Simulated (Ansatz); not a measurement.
Coupled-cluster diagnostics for NiCl2, Ansatz.

Geometry of the singlet (PBE0-D4/def2-TZVP):

Cartesian coordinates in Å:
```
Ni -1.2308 -0.8642 0.8803
Cl 0.5743 -0.1569 0.5220
Cl 0.6566 1.0211 -1.4023
```

Correlated methods freeze 15 core orbitals; core or outer-core shells of Ni are correlated, in sets that lack core-valence functions. In the singlet, Cl2 and Cl3 lie 2.26 Å apart (atoms count from 1), so these atoms are partly bonded to each other. No other spin state of charge 0 was run. Another isomer (triplet) lies 4.39 eV lower at PBE0-D4/def2-TZVP; other spin states weren't run for this one.

Task: Estimate the CCSD(T) correlation energy, the shares of MP2 and (T), T1 and the reference's ⟨S²⟩ for: charge 0, singlet, own geometry in def2-TZVPP; and the rough time on 4 threads of Arm Neoverse N1 on a shared host.

Result: 
| state | basis | correlation (eV) | MP2 share (%) | (T) share (%) | T1 | ⟨S²⟩ (pure) | wall time | remarks |
| --- | --- | --- | --- | --- | --- | --- | --- | --- |
| charge 0, singlet, own geometry | def2-TZVPP | -35.895 | 92.6 | 7.2 | 0.151 | 0.00 (0.00) | 43 s | flagged by the program, large T1 (0.151), restricted SCF unstable |
Customary marks for T1 are 0.02 (closed shells), 0.045 (open shells) and about 0.05 (3d metals). T1 exceeds 0.02 in 1 of 1 rows and 0.045 in 1; the higher it lies, the less the single-reference result can be trusted.
